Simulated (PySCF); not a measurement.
Vibration and rotation of CdTe⁻

UHF-MP2 constants of CdTe⁻, ²Σ⁺ (doublet), unpaired electrons σ ↑ (PySCF, scalar-relativistic core potentials, basis sets Cd def2-TZVPPD with ECP28, Te def2-TZVPPD with ECP28; masses 113.9034 and 129.9062 u):

| Quantity | Value |
| --- | --- |
| ωe | 174.9 cm⁻¹ |
| ωexe | 0.757 cm⁻¹ |
| Be | 0.04044 cm⁻¹ |
| αe | 0.000171 cm⁻¹ |
| D (centrifugal) | 8.65e-09 cm⁻¹ |
| De to Cd + Te⁻ | 0.95 eV |

(1) Give the vibrational terms G(v) and spacings up to v = 3.

(2) How well does the Morse estimate ωe²/(4ωexe) reproduce De, and what is D0?

Correlated steps freeze 4 core orbitals. Spin–orbit coupling is left out, which matters for elements this heavy, above all for dissociation energies. For an ion De counts to the pair picked by the measured ionisation energies or electron affinities, which need not be the lowest pair at this level. The state is the lowest determinant that a PBE0 search found; another state may lie lower at other levels.

Answers

(1) G(v) = ωe(v+½) − ωexe(v+½)².

```tsv
v	G(v) (cm⁻¹)	G(v) − G(v−1)	Bv (cm⁻¹)
0	87		0.04035
1	261	173	0.04018
2	433	172	0.04001
3	603	170	0.03984
```

(2) It gives 1.25 eV, 132 % of the computed De. D0 = De − G(0) = 0.95 − 0.01 = 0.94 eV.
